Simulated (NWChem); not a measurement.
# CH$_{4}$BFS; SMILES FBSC

Results from NWChem. Each level has its own optimisation; frequencies are unscaled. One conformer.

```json
[
 {"level": "Hartree-Fock/3-21G", "r B–F (Å)": "1.345", "r B–H (Å)": "1.179", "r B–S (Å)": "1.818", "r C–S (Å)": "1.894", "highest harmonic frequency (cm⁻¹)": "3359", "lowest (cm⁻¹)": "22", "zero-point energy (kcal/mol)": "36.7", "dipole (D)": "3.02"},
 {"level": "B3LYP/3-21G", "r B–F (Å)": "1.353", "r B–H (Å)": "1.191", "r B–S (Å)": "1.820", "r C–S (Å)": "1.909", "highest harmonic frequency (cm⁻¹)": "3204", "lowest (cm⁻¹)": "74", "zero-point energy (kcal/mol)": "34.8", "dipole (D)": "2.45"},
 {"level": "PBE0/def2-SVP", "r B–F (Å)": "1.324", "r B–H (Å)": "1.209", "r B–S (Å)": "1.787", "r C–S (Å)": "1.816", "highest harmonic frequency (cm⁻¹)": "3200", "lowest (cm⁻¹)": "62", "zero-point energy (kcal/mol)": "34.3", "dipole (D)": "2.32"}
]
```
